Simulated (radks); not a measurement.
Charge is removed step by step from the 2p down level of the magnesium ion Mg+, starting from [He] 2s2 2p(up 3, down 3) 3s1. All-electron calculation, non-relativistic Kohn-Sham, PBE, spin-polarised, spherical densities, point nucleus; open shells are filled with parallel spins first. Program: a radial shooting solver on a logarithmic mesh with Libxc functionals.

removed (e)  E - E(0) (eV)  eigenvalue (eV)  E minus straight line (eV)
0                    0.000          -55.532                       0.000
0.1                  5.674          -57.960                      -1.139
0.2                 11.593          -60.423                      -2.033
0.3                 17.760          -62.918                      -2.679
0.4                 24.178          -65.446                      -3.074
0.5                 30.850          -68.004                      -3.214
0.6                 37.780          -70.592                      -3.098
0.7                 44.970          -73.209                      -2.721
0.8                 52.423          -75.856                      -2.081
0.9                 60.142          -78.529                      -1.175
1                   68.129          -81.230                       0.000

Removing the whole electron costs 68.129 eV by Delta-SCF, against 55.532 eV from minus the eigenvalue at the starting occupation. Slater's transition state (half an electron removed) gives 68.004 eV. Integrating minus the eigenvalue over the occupation (Janak's theorem) gives 68.129 eV. The mean slope of the eigenvalue, de/dn, is 25.7 eV per electron.
